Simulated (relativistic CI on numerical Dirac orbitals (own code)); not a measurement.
# Er3+: 3d photoemission

Computed with this model: Dirac-Coulomb-Breit CI, orbitals from a KLI potential per configuration, model QED, valence Slater integrals scaled by 0.9, multiplet model of photoemission in the sudden approximation; configurations [Xe] 4f11 → [Ar] 3d9 4s2 4p6 4d10 4f11 5s2 5p6; 300 K; Lorentzian 1.26 eV and Gaussian 0.7 eV FWHM. Energies are those of the free ion, without screening or charge transfer. The energies are binding energies and can lie tens of eV above those of solids. S is read from ⟨S²⟩ = S(S + 1).

free ion: ground-state S = 1.48, centroid 1464.20 eV. Peaks (eV, height): 1444.4 (78), 1448.2 (39), 1452.6 (19), 1489.8 (100), 1492.6 (16).

Strongest unbroadened transitions for free ion:

| Energy (eV) | Relative strength |
| --- | --- |
| 1444.07 | 100.0 |
| 1444.60 | 71.4 |
| 1445.66 | 30.6 |
| 1445.98 | 14.0 |
| 1445.99 | 20.0 |
| 1446.83 | 33.4 |
| 1448.12 | 17.8 |
| 1448.13 | 14.2 |
| 1449.00 | 9.0 |
| 1449.14 | 20.1 |
| 1452.59 | 8.9 |
| 1488.50 | 29.0 |
| 1489.23 | 38.8 |
| 1489.49 | 21.5 |
| 1489.69 | 51.5 |
| 1489.86 | 72.2 |
| 1490.01 | 47.4 |
| 1492.93 | 14.2 |
